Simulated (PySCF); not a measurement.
C5H5Cl.

```xyz
11

C     -3.1525     0.4694     0.6593
C     -1.7935    -0.0366     0.7079
C     -0.6515    -0.4518     0.7383
C      0.6721    -0.9529     0.7955
C      1.6902    -0.5772     0.0039
Cl     1.5527     0.5996    -1.2366
H     -3.3950     1.0434     1.5679
H     -3.2957     1.1333    -0.2073
H     -3.8807    -0.3533     0.5800
H      0.8967    -1.7159     1.5495
H      2.6891    -1.0061     0.1029
```
Charge 0, spin multiplicity 1.

Geometry: PBE0-D3(BJ)/def2-SVP. The structure was generated by enumeration; whether it is a known compound was not checked.

Calculation: HF/pcSseg-1 (PySCF). Non-relativistic, no solvent.

**Question.** Give the absolute GIAO shielding of each atom: isotropic value and principal components (ppm). (An estimate is asked for; the answer gives what the named calculation found.)

**Answer.** 
| atom | σ(iso) | σ11 | σ22 | σ33 | span |
|---|---|---|---|---|---|
| C1 | 186.7 | 181.6 | 182.0 | 196.6 | 15.1 |
| C2 | 83.4 | 16.7 | 26.5 | 207.1 | 190.4 |
| C3 | 121.5 | 26.7 | 31.6 | 306.3 | 279.5 |
| C4 | 68.6 | -58.0 | 101.2 | 162.5 | 220.5 |
| C5 | 48.5 | -79.8 | 85.8 | 139.4 | 219.3 |
| Cl6 | 812.7 | 600.7 | 847.5 | 989.9 | 389.2 |
| H7 | 29.6 | 24.4 | 27.4 | 36.8 | 12.4 |
| H8 | 29.5 | 24.2 | 28.0 | 36.3 | 12.2 |
| H9 | 29.6 | 24.4 | 27.4 | 36.9 | 12.5 |
| H10 | 26.0 | 22.3 | 26.5 | 29.1 | 6.9 |
| H11 | 25.5 | 21.2 | 27.2 | 28.0 | 6.7 |
